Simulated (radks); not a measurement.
Values are calculated unless marked as measured or tabulated.
All-electron atom: V XXII in [He].

Code: a radial shooting solver on a logarithmic mesh with Libxc functionals. Model: scalar-relativistic Kohn-Sham, r2SCAN, spin-polarised, spherical densities, finite nucleus; meta-GGA in the generalised Kohn-Sham scheme; Fermi nuclear charge, rms radius 3.6002 fm.

Energy parts (hartree):
total: -518.43199
kinetic: 525.71331
electron-nucleus: -1058.38414
Hartree: 28.58988
exchange-correlation: -14.35104

Orbitals (lengths in bohr, moments of r in powers of bohr):
orbital	occ.	eigenvalue (hartree)	<1/r>
1s	2	-247.3427	23.01
2p	0	-55.33376	5.542

The highest occupied level is 1s at -6730.5 eV. The electron density at the nucleus is 9135 e/bohr^3 (large components only). For comparison, the ionisation energy in NIST's Atomic Spectra Database is 6851.3 eV (theoretical). In exact Kohn-Sham theory the highest level is minus the ionisation energy, but local and semilocal functionals leave it too shallow, through self-interaction and a potential that decays too fast; potentials with the right tail come closer.
